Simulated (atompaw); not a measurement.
An all-electron radial function and its pseudo partner (hydrogen (H))

Columns: radius, all-electron u(r) and pseudo u(r) of the 1s shell (level -12.42 eV) of hydrogen in the configuration 1s0.5; PBEsol, scalar-relativistic, PAW (atompaw) scheme, atompaw 4.2.0.5.

```csv
r (bohr),all-electron,pseudo
0.037,0.0755,0.0595
0.073,0.1435,0.1168
0.110,0.2083,0.1748
0.146,0.2666,0.2297
0.183,0.3217,0.2842
0.219,0.3711,0.3350
0.256,0.4176,0.3845
0.292,0.4591,0.4298
0.329,0.4979,0.4731
0.365,0.5323,0.5120
0.402,0.5643,0.5485
0.438,0.5924,0.5806
0.475,0.6183,0.6102
0.512,0.6414,0.6363
0.548,0.6614,0.6585
0.585,0.6794,0.6783
0.621,0.6948,0.6947
0.658,0.7084,0.7090
0.694,0.7197,0.7205
0.731,0.7294,0.7302
0.767,0.7371,0.7378
0.804,0.7435,0.7439
0.840,0.7481,0.7483
0.877,0.7515,0.7515
0.913,0.7534,0.7534
0.950,0.7542,0.7542
```

Problem. How many radial nodes do the two functions have?

Solution. The all-electron 1s function has n − l − 1 = 0; the pseudo-wave has 0.

Problem. Is the pseudo-wave norm-conserving?

Solution. No, it belongs to a PAW set: the norm inside the radius is not constrained, and the difference is carried by the augmentation charge.
